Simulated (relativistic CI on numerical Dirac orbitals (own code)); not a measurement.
# Sc2+ in a cubic cluster: 1s photoemission with charge transfer

Computed with a charge-transfer multiplet model of a cubic metal-ligand cluster with up to 2 ligand holes, Slater and spin-orbit integrals from Dirac-Coulomb-Breit ions, Slater integrals scaled by 0.9. The ground state mixes d1 with configurations of k ligand holes L, whose averages lie at kΔ + k(k − 1)U_dd/2; a core hole lowers each added d electron by U_cd. 300 K, Lorentzian 1.1 eV and Gaussian 0.6 eV FWHM.

Atomic integrals in eV (Slater integrals scaled, ζ unscaled), ground: F2dd 5.299, F4dd 3.246, zeta_d 0.008; with the core hole: F2dd 5.299, F4dd 3.246, zeta_d 0.018, G2cd 0.032. Where a configuration has fewer than two d electrons, the dd integrals are those of d2.

Cluster parameters (eV): Δ = 6.1, U_dd = 3.7, U_cd = 4.3, 10Dq(ligand) = 1.4, V(eg) = 1.85, V(t2g) = -0.86, final-state hopping factor = 0.9.

```
         Case   n_d    d1   d2L  d3L2     S
10Dq = 0.6 eV  1.33  0.70  0.28  0.03  0.50
10Dq = 1.2 eV  1.31  0.71  0.26  0.02  0.50
10Dq = 1.5 eV  1.30  0.72  0.26  0.02  0.50
10Dq = 1.8 eV  1.30  0.72  0.25  0.02  0.50
10Dq = 2.1 eV  1.29  0.73  0.25  0.02  0.50
```

Weights, n_d and S are thermal averages at 300 K. Binding energies count from the first peak over 30 % of the highest in each spectrum, which can be another peak from case to case. The parameters are a model scan and need not match a compound or its usual spin state. Peaks in eV (height, largest 100):
- 10Dq = 0.6 eV: 0.0 (100), 6.4 (11)
- 10Dq = 1.2 eV: 0.0 (100), 6.5 (10)
- 10Dq = 1.5 eV: 0.0 (100), 6.6 (10)
- 10Dq = 1.8 eV: 0.0 (100), 6.5 (9)
- 10Dq = 2.1 eV: 0.0 (100), 6.6 (9)

For the case 10Dq = 1.5 eV, Δ = 6.1 eV is larger than U_dd = 3.7 eV, the Mott-Hubbard side of the Zaanen-Sawatzky-Allen scheme. With the core hole the average of the configuration with one ligand hole lies at Δ − U_cd = 1.8 eV before mixing: the effective hopping of about 3.7 eV (from the holes of the mixed ground state) is comparable with this gap or larger, so the configurations mix strongly.
